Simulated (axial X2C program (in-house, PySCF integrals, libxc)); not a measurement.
Spin–orbit effects along a row: molecules with Br, PBE0

Calculated with an in-house all-electron X2C program for linear molecules (integrals from PySCF), spin-free (one-electron X2C) or two-component (2c: spin–orbit coupling with atomic mean-field Coulomb and Gaunt terms, which also bring small scalar terms), in Dyall basis sets with cores contracted in-house; open shells are unrestricted.

Basis sets: Br dyall-cv3z, Br dyall-v3z, I dyall-cv3z, In dyall-cv3z, Mo dyall-v3z, Rh dyall-cv3z, Sb dyall-cv3z, Sn dyall-cv3z, Sr dyall-cv3z, Tc dyall-cv3z, Te dyall-cv3z, Y dyall-cv3z, Zr dyall-cv3z.

```csv
molecule,spin-free state,Re (Å),ωe (cm⁻¹),De (eV),2c state,Re 2c (Å),ωe 2c (cm⁻¹),De 2c (eV)
SrBr,"M_S = 1/2, Λ = 0",2.728,216.4,3.88,Ω = 1/2,2.729,216.2,3.78
YBr,"M_S = 0, Λ = 0",2.530,271.6,4.65,Ω = 0,2.530,271.4,n/a
ZrBr,"M_S = 3/2, Λ = 0",2.477,275.9,4.45,Ω = 3/2,2.478,275.6,n/a
MoBr,"M_S = 5/2, Λ = 0",2.435,264.8,3.32,Ω = 5/2,2.436,264.1,3.21
TcBr,"M_S = 3, Λ = 0",2.491,243.5,3.51,Ω = 3,2.492,243.1,3.41
RhBr,"M_S = 1, Λ = 2",2.384,260.2,3.22,Ω = 3,2.386,259.4,n/a
InBr,"M_S = 0, Λ = 0",2.560,218.4,4.16,Ω = 0,2.561,218.2,n/a
SnBr,"M_S = 1/2, Λ = 1",2.515,244.0,3.51,Ω = 1/2,2.518,242.3,n/a
SbBr,"M_S = 1, Λ = 0",2.487,261.5,2.82,Ω = 1,2.490,259.5,2.67
TeBr,"M_S = 1/2, Λ = 1",2.457,276.4,2.46,Ω = 3/2,2.468,269.3,2.39
IBr,"M_S = 0, Λ = 0",2.462,281.1,2.19,Ω = 0,2.474,272.7,1.87
```

Question: Work out the shifts from the spin-free to the two-component result.

Answer: 

```tsv
molecule	2c state	ΔRe (Å)	Δωe (cm⁻¹)	ΔDe (eV)
SrBr	Ω = 1/2	0.001	-0.2	-0.10
YBr	Ω = 0	0.000	-0.2	n/a
ZrBr	Ω = 3/2	0.001	-0.3	n/a
MoBr	Ω = 5/2	0.001	-0.7	-0.11
TcBr	Ω = 3	0.001	-0.4	-0.10
RhBr	Ω = 3	0.002	-0.8	n/a
InBr	Ω = 0	0.001	-0.2	n/a
SnBr	Ω = 1/2	0.003	-1.7	n/a
SbBr	Ω = 1	0.003	-2.0	-0.15
TeBr	Ω = 3/2	0.011	-7.1	-0.07
IBr	Ω = 0	0.012	-8.4	-0.32
```

Shifts of one unit in the last digit are rounding.

Each entry is the lowest single determinant of a limited PBE0 search at one distance. De goes to single-determinant-based atoms at the same level (for ions the charge split of lowest energy) and is withheld (n/a) where an atom does not fit its ground term or J level. Main or longest-lived isotopes. One determinant is a doubtful description, or other states lie close, for YBr, ZrBr, MoBr, TcBr, RhBr, SbBr; these need not be ground states, and all values refer to the states named. Some open-shell Ω = 0 determinants are out of reach, so the Ω given for TcBr, SbBr need not be the lowest component. With several unpaired electrons the Ω given is that of one determinant, not necessarily of the lowest component. The functionals have no current term, which raises determinants with orbital currents.
